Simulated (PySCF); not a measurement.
Excitation energy of Al by level of theory

Al [Ne] 3s2 3p1 (2P) → Al [Ne] 3s1 3p1 4s1 (4P), as a difference of total energies. All numbers are calculated (PySCF 2.14, scalar relativity by spin-free X2C-1e, in aug-cc-pCVTZ-DK (8s7p5d3f, 75 functions)). Correlated levels: valence: [Ne] frozen; valence and next inner shell: 1s2 frozen; nothing frozen. The calculations carry no spin-orbit coupling.

```
                                method  excitation energy (eV)
                                   UHF                   6.433
                                   LDA                   7.607
                                   PBE                   7.514
                                  PBE0                   7.461
                                r2SCAN                   7.341
                                revPBE                   7.461
                                 TPSSh                   7.551
                                  PW91                   7.537
                                   M06                   7.628
                         MP2 (valence)                   7.249
                     SCS-MP2 (valence)                   7.500
    MP2 (valence and next inner shell)                   7.385
SCS-MP2 (valence and next inner shell)                   7.603
                   MP2 (all electrons)                   7.382
               SCS-MP2 (all electrons)                   7.601
```

Q: How much does correlation contribute at MP2 (all electrons)?

A: 7.382 − (6.433) = 0.949 eV, measured against UHF.

The upper state lies above the first ionisation limit, but in LS coupling its spin forbids autoionisation to the ground ion. A Rydberg-like electron needs more diffuse functions than a valence basis has.

The promoted electron is Rydberg-like, and one or two diffuse shells describe it only roughly, which tends to raise the upper state.
